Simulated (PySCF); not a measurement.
[Gd(PH3)2]3+ at several levels of theory

Computed with PySCF 2.14.0 (density fitting, no spin-orbit coupling) at the geometry relaxed with TPSS:

```xyz
9
[Gd(PH3)2]3+ (singlet in the valence; each metal's 4f electrons, 7 of them, lie in its core potential, out of spins and levels)
Gd   -1.4091   -0.0334    0.0000
P     0.1904    0.0045    2.5059
H     1.5980    0.0069    2.3104
H    -0.0788    1.1448    3.3128
H    -0.0707   -1.1153    3.3435
P     0.1904    0.0045   -2.5059
H     1.5980    0.0069   -2.3104
H    -0.0707   -1.1153   -3.3435
H    -0.0788    1.1448   -3.3128
```

| level | basis | state | HOMO (eV) | gap (eV) | charge on Gd1 (e) | population of f-type functions on Gd1 (polarisation alone where 4f lies in the core) | dipole about the centre of mass (D) | largest force component (eV/Å) |
| --- | --- | --- | --- | --- | --- | --- | --- | --- |
| TPSS | Gd lcecp-1-SVP with ECP53, P def2-SVP, H def2-SVP | singlet | -21.39 | 3.26 | 1.91 | 0.01 | 2.24 | 0.00 |
| TPSS | Gd lcecp-1-TZVP with ECP53, P def2-TZVP, H def2-TZVP | singlet | -21.24 | 3.20 | 1.98 | 0.01 | 2.33 | 0.21 |

In the lcecp rows the 4f levels are missing from HOMO and gap, and the state counts the valence alone.

Charges are Mulliken's, which hang on the basis. The relaxation used the grid (50, 194), these runs (75, 302) or, all-electron (x2c bases, spin-free X2C Hamiltonian), (99, 590).

Problem. Order these levels, in the first row's basis, by the HOMO–LUMO gap they give here, smallest first.
A. BP86
B. r2SCAN
C. PBE0
D. HF

Solution. A (3.03 eV), B (3.60 eV), C (4.96 eV), D (10.57 eV).

Problem. And their other results?

Solution. 
| level | state | HOMO (eV) | gap (eV) | charge on Gd1 (e) | population of f-type functions on Gd1 (polarisation alone where 4f lies in the core) | dipole about the centre of mass (D) | largest force component (eV/Å) |
| --- | --- | --- | --- | --- | --- | --- | --- |
| PBE0 | singlet | -22.33 | 4.96 | 1.92 | 0.01 | 2.13 | 0.16 |
| BP86 | singlet | -21.35 | 3.03 | 1.83 | 0.01 | 2.54 | 0.31 |
| HF | singlet | -24.68 | 10.57 | 2.13 | 0.01 | 0.98 | 0.64 |
| r2SCAN | singlet | -21.48 | 3.60 | 1.94 | 0.01 | 2.17 | 0.17 |

In the first row's basis the gap widens with exact exchange: 3.0 to 3.6 eV for BP86, TPSS, r2SCAN (none); 5.0 eV for PBE0 (a fixed share); 10.6 eV for Hartree–Fock (rising or full at long range).

No frequency check is given that shows the relaxed geometry to be a minimum. An lcecp potential fixes the number of 4f electrons, so in runs with it no electron can move into or out of that shell.
